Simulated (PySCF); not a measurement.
**Where the electron goes**

Species: C₇H₄BF₂N.
Structure used (PBE0-D3(BJ)/def2-SVP), in Å, numbered top down from 1:
```
atom  x, y, z in Å
N1     4.2115    0.0373    0.1328
C2     3.0531    0.0253    0.0923
C3     1.6213    0.0119    0.0445
C4     0.9253   -1.1872    0.2612
C5    -0.4624   -1.1896    0.2175
C6    -1.1765   -0.0097   -0.0400
B7    -2.7271   -0.0175   -0.0756
F8    -3.4138    1.0845   -0.3063
F9    -3.4124   -1.1258    0.1259
C10   -0.4663    1.1807   -0.2567
C11    0.9214    1.1997   -0.2167
H12    1.4807   -2.1046    0.4627
H13   -1.0064   -2.1220    0.3865
H14   -1.0135    2.1045   -0.4587
H15    1.4737    2.1258   -0.3844
```

Method: PySCF 2.14.0, density-fitted response routines, TDDFT wB97X-D/def2-SVPD, vertical, gas phase, core orbitals frozen in the response.

Kohn–Sham orbitals with the atoms that hold most of them (Löwdin shares over 4%, at most four atoms; ? is withheld):

```csv
orbital,ε (eV),atoms
LUMO+2,1.55,"B7 54%, C5 6%, C10 6%, F9 4%"
LUMO+1,0.46,"C5 19%, C10 19%, C4 18%, C11 18%"
LUMO,?,"C6 17%, C3 15%, B7 10%, C10 9%"
HOMO,-10.02,?
HOMO-1,-10.21,?
HOMO-2,-11.87,"N1 44%, C2 33%, C3 7%"
HOMO-3,-12.40,"C6 18%, N1 16%, B7 11%, C10 8%"
```

Which atoms hold the HOMO-1, and with what shares?

C4 (bonded to 2 C and H) 21%; C11 (bonded to 2 C and H) 21%; C10 (bonded to 2 C and H) 20%; C5 (bonded to 2 C and H) 20%.

Give the leading atoms of the HOMO.

C6 (bonded to B and 2 C) 20%; C3 (bonded to 3 C) 18%; N1 (bonded to C) 15%; C2 (bonded to C and N) 10%. By element: carbon 48% or more, nitrogen 15%.

What is the LUMO energy, and the HOMO–LUMO gap?

ε(LUMO) = -0.91 eV; the gap is 9.11 eV (0.3347 hartree).

How does S1 compare with the orbital gap of 9.11 eV?

S1 is at 4.93 eV (f = 0.031), 4.17 eV below the gap, made of HOMO-1→LUMO (79%), HOMO→LUMO+1 (20%). Its leading pair isn't HOMO and LUMO; the energies of that pair differ by 9.30 eV. Without the coupling terms of the response equations the lowest excitation would equal the gap.

Give energy, strength and leading configuration of S1, S2, S3, S4 and S6, and follow the Löwdin shares of the leading atoms from the occupied to the empty orbital.

- S1 (4.93 eV, f 0.031), HOMO-1→LUMO (79%): C4 21% → at most 10%, C11 21% → at most 10%, C6 at most 19% → 17%, C3 at most 19% → 15%
- S2 (5.38 eV, f 0.377), HOMO→LUMO (90%): C6 20% → 17%, C3 18% → 15%
- S3 (6.32 eV, f 0.0000), HOMO-2→LUMO (86%): N1 44% → at most 10%, C2 33% → at most 10%, C6 at most 4% → 17%, C3 7% → 15%
- S4 (6.67 eV, f 0.302), HOMO→LUMO+1 (77%): C6 20% → at most 19%, C3 18% → at most 19%, C5 at most 10% → 19%, C10 at most 10% → 19%
- S6 (6.84 eV, f 0.590), HOMO-1→LUMO+1 (85%): C4 21% → 18%, C11 21% → 18%, C5 20% → 19%, C10 20% → 19%

Löwdin shares depend on the basis, the more so with diffuse functions.
